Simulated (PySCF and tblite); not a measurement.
Values are calculated unless marked as measured or tabulated.
Rotation: stationary points, barriers and rates

System: C7H7NO, numbered as in [H]/[N:1]=[CH:2]\[c:3]1[cH:4][cH:5][cH:6][cH:7][c:8]1[OH:9].

Motion: rotation about the C3–C2 bond (torsion C4–C3–C2–N1 from -180° to 0°, rising). The path came from a restrained scan, a climbing-image band and a saddle search at GFN2-xTB; energies are CAM-B3LYP/pcSseg-1 + D3(BJ)//GFN2-xTB, thermal terms GFN2-xTB. Rate constants are transition-state-theory values, counting equivalent paths, without tunnelling. Programs: tblite and PySCF.

| point | symmetry | E(GFN2) kcal/mol | E(DFT) kcal/mol | ZPE change kcal/mol | lowest mode cm⁻¹ | dipole D |
| --- | --- | --- | --- | --- | --- | --- |
| start | Cs | 0.0 | 0.0 | 0.00 | 76 | 4.30 |
| saddle | C1 | 4.1 | 5.6 | -0.51 | 111i | 3.67 |
| end | Cs | 0.1 | 1.1 | -0.19 | 43 | 4.30 |

* Electronic barrier: 5.6 kcal/mol
* Barrier with zero-point energy: 5.1 kcal/mol
* ΔH‡ (298 K): 4.8 kcal/mol
* ΔS‡ (298 K, symmetry apart): -1.8 cal/(mol K)
* Paths: 2 equivalent paths
* End point: a different minimum
* Mean lifetime of the start against this motion at 298 K: 620 ps
* Cost: 110 s on 1 thread of AMD EPYC 7B13, on a host shared with other jobs (rough), peak memory 0.97 GiB, launched as `OMP_NUM_THREADS=1 python ens_run.py task.json out`

```csv
T/K,ΔG‡ kcal/mol,k s⁻¹,ΔG kcal/mol,k back s⁻¹
150,5.2,2×10⁵,0.8,3.4×10⁶
200,5.2,1.8×10⁷,0.8,1.4×10⁸
250,5.2,2.7×10⁸,0.8,1.3×10⁹
298,5.3,1.6×10⁹,0.7,5.6×10⁹
350,5.4,6.4×10⁹,0.7,1.8×10¹⁰
400,5.5,1.8×10¹⁰,0.7,4×10¹⁰
500,5.6,7.2×10¹⁰,0.6,1.3×10¹¹
```

ΔG and ΔG‡ leave out symmetry numbers and mirror images; rates count paths: 2 out, 2 back.
